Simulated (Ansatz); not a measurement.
System: cyclopenten-1-ylsilane, C₅H₁₀Si, charge 0, multiplicity 1. 
Coordinates optimised at B3LYP-D3(BJ)/def2-TZVP (Ansatz, a quantum-chemistry and plane-wave program):
SMILES: C1([SiH3])=CCCC1
```xyz
16

Si     2.1575    -0.1208    -0.1063
C      0.3049    -0.0443    -0.0440
C     -0.5126    -0.2634    -1.0787
C     -1.9705    -0.1764    -0.7091
C     -1.9341     0.4806     0.6871
C     -0.5039     0.2264     1.2144
H      2.6031    -0.4284    -1.4858
H      2.6722    -1.1655     0.8152
H      2.7500     1.1720     0.3203
H     -0.1838    -0.5151    -2.0799
H     -2.4106    -1.1803    -0.6776
H     -2.5578     0.3951    -1.4314
H     -2.7046     0.0984     1.3563
H     -2.0943     1.5553     0.5839
H     -0.1178     1.0685     1.7933
H     -0.4642    -0.6468     1.8755
```
Charge 0, spin multiplicity 1.

Dipole moments at this geometry, in debye (magnitudes).

| level | program | dipole (D) |
|---|---|---|
| r2SCAN0/def2-TZVPD | Ansatz | 1.23 |
| CAM-B3LYP/def2-TZVPD | Ansatz | 1.16 |
| wB97M-V/def2-TZVPD | Ansatz | 1.19 |
| wB97X-V/def2-TZVPD | Ansatz | … |
| CCSD(T)/aug-cc-pV(D+d)Z | Ansatz | … |

### Question
Complete the blanks.

### Answer

- wB97X-V/def2-TZVPD, dipole (D): 1.18
- CCSD(T)/aug-cc-pV(D+d)Z, dipole (D): 1.13
